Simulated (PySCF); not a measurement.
**Run times: lead in x2c-TZVPPall-2c with one added diffuse shell each of s, p, d, f type**

Measured wall times of calculations with PySCF 2.14 in x2c-TZVPPall-2c with one added diffuse shell each of s, p, d, f type (12s12p10d4f, 126 functions), with two-component X2C-1e, run from one Python driver. Hardware: 4 threads of Neoverse-V2 on a shared host, 12 GiB allowed. The two-electron integrals over 126 functions were computed once and kept in memory (13 CPU seconds with the set-up); the times below exclude them.

Launch command (the driver calls PySCF for each step listed in the task file):

```bash
OMP_NUM_THREADS=4 python sorun2.py TASK.json OUT
```

| species | step | iterations | wall time (s) |
| --- | --- | --- | --- |
| Pb⁺ [Xe] 4f14 5d10 6s2 6p1 | GHF, screened spin-orbit | 10 | 3.5 |
| Pb⁺ [Xe] 4f14 5d10 6s2 6p1 | GMP2 (13 electrons), screened spin-orbit |  | 1.3 |
| Pb⁺ [Xe] 4f14 5d10 6s2 6p1 | GCCSD(T) (13 electrons, 110 virtual spinors), screened spin-orbit |  | 390 |
| Pb²⁺ [Xe] 4f14 5d10 6s2 | GHF, screened spin-orbit | 7 | 2.7 |
| Pb²⁺ [Xe] 4f14 5d10 6s2 | GMP2 (12 electrons), screened spin-orbit |  | 0.31 |
| Pb²⁺ [Xe] 4f14 5d10 6s2 | GCCSD(T) (12 electrons, 106 virtual spinors), screened spin-orbit |  | 270 |

Peak memory of the process: 9.8 GiB. Times on a shared host vary from run to run.
